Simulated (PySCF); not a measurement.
C3H7FOSi, SMILES O=CC[SiH2]CF.

The structure is a stationary point at PBE0-D3(BJ)/def2-SVP. The structure was generated by enumeration, and PubChem lists no compound with its InChIKey, so it may never have been made. The values are those of a single conformer.

Computed with PBE0-D3(BJ)/def2-SVP (PySCF).

Frequencies are harmonic and unscaled.

Computed normal modes with their intensities:
```json
[
 {"mode": "1", "ν (cm⁻¹)": "39", "IR (km/mol)": "4.8", "moving atoms (share of kinetic energy)": "O 45 %, C 18 %, F 16 %, H 12 %, Si 10 %"},
 {"mode": "2", "ν (cm⁻¹)": "73", "IR (km/mol)": "7.5", "moving atoms (share of kinetic energy)": "H 31 %, C 27 %, O 19 %, F 17 %"},
 {"mode": "3", "ν (cm⁻¹)": "102", "IR (km/mol)": "3.6", "moving atoms (share of kinetic energy)": "C 26 %, H 22 %, Si 19 %, F 17 %, O 16 %"},
 {"mode": "4", "ν (cm⁻¹)": "127", "IR (km/mol)": "1.2", "moving atoms (share of kinetic energy)": "C 32 %, H 28 %, Si 21 %, F 15 %"},
 {"mode": "5", "ν (cm⁻¹)": "219", "IR (km/mol)": "3.0", "moving atoms (share of kinetic energy)": "C 36 %, F 25 %, H 25 %, Si 12 %"},
 {"mode": "6", "ν (cm⁻¹)": "324", "IR (km/mol)": "1.3", "moving atoms (share of kinetic energy)": "C 32 %, F 29 %, H 22 %, Si 18 %"},
 {"mode": "7", "ν (cm⁻¹)": "472", "IR (km/mol)": "7.2", "moving atoms (share of kinetic energy)": "H 88 %, Si 8 %"},
 {"mode": "8", "ν (cm⁻¹)": "491", "IR (km/mol)": "14.3", "moving atoms (share of kinetic energy)": "H 42 %, O 28 %, C 26 %"},
 {"mode": "9", "ν (cm⁻¹)": "596", "IR (km/mol)": "1.7", "moving atoms (share of kinetic energy)": "H 82 %, Si 9 %"},
 {"mode": "10", "ν (cm⁻¹)": "640", "IR (km/mol)": "1.7", "moving atoms (share of kinetic energy)": "C 47 %, H 33 %, Si 17 %"},
 {"mode": "11", "ν (cm⁻¹)": "714", "IR (km/mol)": "22.2", "moving atoms (share of kinetic energy)": "C 43 %, Si 29 %, H 27 %"},
 {"mode": "12", "ν (cm⁻¹)": "784", "IR (km/mol)": "118.8", "moving atoms (share of kinetic energy)": "H 70 %, C 20 %, Si 8 %"},
 {"mode": "13", "ν (cm⁻¹)": "862", "IR (km/mol)": "25.9", "moving atoms (share of kinetic energy)": "H 69 %, C 24 %"},
 {"mode": "14", "ν (cm⁻¹)": "868", "IR (km/mol)": "107.4", "moving atoms (share of kinetic energy)": "H 61 %, C 26 %, Si 9 %"},
 {"mode": "15", "ν (cm⁻¹)": "936", "IR (km/mol)": "88.4", "moving atoms (share of kinetic energy)": "H 94 %"},
 {"mode": "16", "ν (cm⁻¹)": "959", "IR (km/mol)": "9.4", "moving atoms (share of kinetic energy)": "H 72 %, C 25 %"},
 {"mode": "17", "ν (cm⁻¹)": "1044", "IR (km/mol)": "46.3", "moving atoms (share of kinetic energy)": "C 48 %, H 47 %"},
 {"mode": "18", "ν (cm⁻¹)": "1103", "IR (km/mol)": "73.8", "moving atoms (share of kinetic energy)": "C 50 %, F 41 %, H 9 %"},
 {"mode": "19", "ν (cm⁻¹)": "1151", "IR (km/mol)": "3.8", "moving atoms (share of kinetic energy)": "H 65 %, C 32 %"},
 {"mode": "20", "ν (cm⁻¹)": "1171", "IR (km/mol)": "93.9", "moving atoms (share of kinetic energy)": "H 57 %, C 42 %"},
 {"mode": "21", "ν (cm⁻¹)": "1250", "IR (km/mol)": "4.2", "moving atoms (share of kinetic energy)": "H 91 %"},
 {"mode": "22", "ν (cm⁻¹)": "1315", "IR (km/mol)": "0.6", "moving atoms (share of kinetic energy)": "H 74 %, C 25 %"},
 {"mode": "23", "ν (cm⁻¹)": "1404", "IR (km/mol)": "10.7", "moving atoms (share of kinetic energy)": "H 90 %, C 9 %"},
 {"mode": "24", "ν (cm⁻¹)": "1428", "IR (km/mol)": "14.1", "moving atoms (share of kinetic energy)": "H 80 %, C 13 %"},
 {"mode": "25", "ν (cm⁻¹)": "1457", "IR (km/mol)": "3.3", "moving atoms (share of kinetic energy)": "H 93 %"},
 {"mode": "26", "ν (cm⁻¹)": "1876", "IR (km/mol)": "219.0", "moving atoms (share of kinetic energy)": "C 60 %, O 37 %"},
 {"mode": "27", "ν (cm⁻¹)": "2247", "IR (km/mol)": "86.7", "moving atoms (share of kinetic energy)": "H 97 %"},
 {"mode": "28", "ν (cm⁻¹)": "2260", "IR (km/mol)": "86.9", "moving atoms (share of kinetic energy)": "H 96 %"},
 {"mode": "29", "ν (cm⁻¹)": "2884", "IR (km/mol)": "115.3", "moving atoms (share of kinetic energy)": "H 92 %"},
 {"mode": "30", "ν (cm⁻¹)": "3040", "IR (km/mol)": "16.5", "moving atoms (share of kinetic energy)": "H 95 %"},
 {"mode": "31", "ν (cm⁻¹)": "3074", "IR (km/mol)": "0.8", "moving atoms (share of kinetic energy)": "H 95 %"},
 {"mode": "32", "ν (cm⁻¹)": "3101", "IR (km/mol)": "13.9", "moving atoms (share of kinetic energy)": "H 90 %, C 10 %"},
 {"mode": "33", "ν (cm⁻¹)": "3156", "IR (km/mol)": "0.3", "moving atoms (share of kinetic energy)": "H 90 %, C 10 %"}
]
```
